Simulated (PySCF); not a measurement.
Input of a run (PBE0-D3(BJ)/def2-SVP geometry optimisation, gas phase, def2 core potentials past Kr (PySCF 2.14.0)), started from GFN2-xTB:
```
{"job": {"xc": "PBE0", "basis": "def2-SVP", "d3": "d3bj", "grid": 1, "maxiter": 40, "kind": "geom"}, "charge": -1, "multiplicity": 1}
Ta     0.000700     0.000720     0.100840
O      0.002910    -0.006720     1.818110
F      1.818880     0.011390    -0.482930
F     -0.013070     1.821900    -0.472690
F     -1.819410    -0.011100    -0.476750
F      0.009990    -1.816190    -0.486590
```

Output (energies in Eh, forces in Eh/bohr):
```
step   0  E = -531.21008067  max force = 0.027025
step   1  E = -531.21113562  max force = 0.023322
step   2  E = -531.21228647  max force = 0.002431
step   3  E = -531.21234437  max force = 0.001090
step   4  E = -531.21236534  max force = 0.000641
step   5  E = -531.21236868  max force = 0.000117
optimisation converged
```

Task: Summarise the run.

Result: The energy falls by 1.4 kcal/mol over 6 energy and gradient evaluations, the largest force component goes from 0.0270 to 1.2e-04 Eh/bohr, and the atoms move by 0.034 Å rms after alignment. Among the bonds, Ta1–F3, Ta1–F4, Ta1–F5 and Ta1–F6 change most and about equally (+0.023 Å). Bonds longer at the end by more than 0.005 Å: 5 of 5; shorter: 0. Among the angles that change most is F4–Ta1–F6, from 144.6° to 147.6°. The energy never rose by more than 1e-6 Eh on the way. The first step brought 46 % of the lowering.

Task: What are the final bond lengths?

Result: Ta1–O2 1.736 Å, Ta1–F3 1.932 Å, Ta1–F4 1.932 Å, Ta1–F5 1.932 Å, Ta1–F6 1.932 Å. Numbering counts from 1 in the input's order; the species is [TaOF4]-, `[O]=[Ta-]([F])([F])([F])[F]`.

The run used 102 basis functions and 40 SCF cycles in all. The run took 34 s wall, 25 s CPU on x86-64 server, one thread, no GPU, on a shared host.

No PBE0-D3(BJ)/def2-SVP frequencies stand behind this structure, so it isn't proved a minimum.
